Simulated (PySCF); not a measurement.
(Z)-2,3-difluorobut-2-ene (C4H6F2), SMILES C/C(F)=C(\C)F.

The structure is a stationary point at B3LYP-D3(BJ)/def2-SVP.

Two levels are set side by side: PBE/def2-TZVP (PySCF) and M06-2X/def2-TZVP (PySCF). Same geometry, gas phase. Differences are taken from unrounded values.

| quantity | M06-2X | PBE | PBE minus M06-2X |
|---|---|---|---|
| orbital gap (eV) | 9.74 | 5.26 | -4.49 |
| highest occupied level (eV) | -8.05 | -5.49 | 2.57 |
| lowest empty level (eV) | 1.69 | -0.23 | -1.92 |
| dipole moment (D) | 3.14 | 2.78 | -0.36 |
| mean polarisability (bohr³) | 50.3 | 52.8 | 2.5 |

PBE's occupied levels lie high since its potential decays too fast outside the molecule; exact exchange lowers them and widens the gap. Loosely held outer electrons make PBE densities more polarisable. Differences between two approximate levels are no errors against the true value.

Rough cost on one machine, each run with all the roots and properties that it gave: M06-2X against PBE about 3 times.
